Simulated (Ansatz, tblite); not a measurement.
Removing and adding an electron: GaSi4 (the lowest doublet isomer of a short search). Charge 0, multiplicity 2. Geometry: B3LYP-D4/def2-SVP. Ansatz, gas phase; energy differences of separate SCF runs; the oxidised species is a singlet (the triplet lies 0.57 eV higher at PBE0-D4/def2-TZVP); the reduced species is a singlet (the triplet lies 0.54 eV higher at PBE0-D4/def2-TZVPD).

Cartesian coordinates in Å:
```
Ga 1.3514 -1.9539 -1.0067
Si 0.5383 0.1383 1.0153
Si 0.2788 2.3673 0.5135
Si -0.9872 -1.4064 -0.0082
Si -1.1812 0.8547 -0.5140
```

The xTB rows come from tblite. The structure comes from a short search, and lower isomers may exist.

| level | −HOMO (eV) | vertical IE (eV) | −LUMO (eV) | vertical EA (eV) | HOMO–LUMO gap (eV) | IE − EA (eV) |
| --- | --- | --- | --- | --- | --- | --- |
| GFN1-xTB | – | 10.46 | – | – | – | – |
| GFN2-xTB | – | 8.08 | – | 3.45 | – | 4.63 |
| PBE-D4/def2-TZVP | 4.76 | 6.98 | 4.10 | – | 0.66 | – |
| PBE-D4/def2-TZVPD | 4.78 | – | 4.12 | 2.11 | 0.66 | – |
| r2SCAN-D4/def2-TZVP | 5.08 | 7.18 | 3.96 | – | 1.12 | – |
| r2SCAN-D4/def2-TZVPD | 5.08 | – | 3.96 | 2.12 | 1.12 | – |
| PBE0-D4/def2-TZVP | 5.54 | 7.07 | 3.43 | – | 2.11 | – |
| PBE0-D4/def2-TZVPD | 5.54 | – | 3.44 | 2.10 | 2.10 | – |

   HOMO and LUMO are the levels of the spin that leaves or enters (xTB has no such levels and no spin-polarisation term). Other spin states of the ions may lie lower, which would lower the ionisation energy or raise the affinity. Raw xTB energy differences between charge states are shifted by several eV; the methods need an empirical correction for them.
